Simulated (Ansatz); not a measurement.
```yaml
crystal:
  periodic: [false, false, false]
  atoms:
    - {symbol: Si, position_ang: [-1.211070, 1.331049, -0.649155]}
    - {symbol: Si, position_ang: [-0.630712, -0.365948, 0.842228]}
    - {symbol: B, position_ang: [1.086050, -0.774735, 1.526923]}
    - {symbol: Si, position_ang: [1.637544, -0.867012, -0.273369]}
    - {symbol: H, position_ang: [-1.684273, 0.776547, -1.945250]}
    - {symbol: H, position_ang: [-2.326963, 2.111180, -0.045291]}
    - {symbol: H, position_ang: [-0.060352, 2.237955, -0.884901]}
    - {symbol: H, position_ang: [-1.838716, -1.137303, 1.257439]}
    - {symbol: H, position_ang: [1.325027, -1.573073, 2.376126]}
    - {symbol: H, position_ang: [1.429341, 0.214284, -1.267525]}
    - {symbol: H, position_ang: [2.339424, -2.009945, -0.916625]}
basis:
  gaussian: {orbitals: x2c-TZVPPall}
hamiltonian: {xc: {name: B2PLYP}}
output: {forces: true}
```

```sh
$ ansatz run in.yaml --threads 2 --pin off --events-out ev --progress --plain --max-ram 4352MiB
```

Shortened log:

```
Functional definition: B2PLYP
1451 factors; integrals over basis functions are off by at most 1.1e-3 eV
mean field evaluation 1: about -24453.2959 eV, gradient 2.9e1 eV
mean field evaluation 2: about -24453.4859 eV, gradient 2.9e1 eV
mean field evaluation 4: about -24456.2150 eV, gradient 2.9e0 eV
mean field evaluation 8: about -24456.2556 eV, gradient 2.5e-1 eV
mean field evaluation 16: about -24456.2560 eV, gradient 1.9e-4 eV
mean field -24456.25599560 eV, -898.7508307926 hartree, gradient 1.4e-6 eV, S^2 0.000000; 0 other end points of the search recorded, 0 dependent functions left out
16 core orbitals not correlated: weight in the atoms' cores, before any rotation towards them, 1.000 or more for the frozen orbitals, at most 0.000 for the correlated occupied ones
reference -24456.25619124 eV, -898.7508379823 hartree; 11, 11 occupied and 228, 228 virtual orbitals, 1451 factors
second order -16.42767422 eV of doubles, -0.00000000 eV of singles
Total energy: -24460.69166328 eV, -898.9138385733 hartree
Relativity: scalar
Atom 0 at    -1.211070     1.331049    -0.649155 Å, force    -0.100997     0.188038    -0.132142 eV/Å
Atom 1 at    -0.630712    -0.365948     0.842228 Å, force    -0.247491    -0.085016     0.153680 eV/Å
Atom 2 at     1.086050    -0.774735     1.526923 Å, force     0.030450    -0.102374     0.092118 eV/Å
Atom 3 at     1.637544    -0.867012    -0.273369 Å, force     0.233256    -0.053584    -0.223720 eV/Å
Atom 4 at    -1.684273     0.776547    -1.945250 Å, force     0.052362     0.069000     0.139322 eV/Å
Atom 5 at    -2.326963     2.111180    -0.045291 Å, force     0.121700    -0.080962    -0.072030 eV/Å
Atom 6 at    -0.060352     2.237955    -0.884901 Å, force    -0.138995    -0.099701     0.022269 eV/Å
Atom 7 at    -1.838716    -1.137303     1.257439 Å, force     0.114368     0.082305    -0.036840 eV/Å
Atom 8 at     1.325027    -1.573073     2.376126 Å, force    -0.030568     0.098120    -0.117348 eV/Å
Atom 9 at     1.429341     0.214284    -1.267525 Å, force     0.034775    -0.147126     0.113878 eV/Å
Atom 10 at     2.339424    -2.009945    -0.916625 Å, force    -0.068861     0.131300     0.060812 eV/Å
Dipole moment:    -0.040366     0.029025    -0.169274 e Å
```

Run time 22 s (2 threads of an Arm Neoverse V2 on a shared host); peak host memory 0.8 GiB.
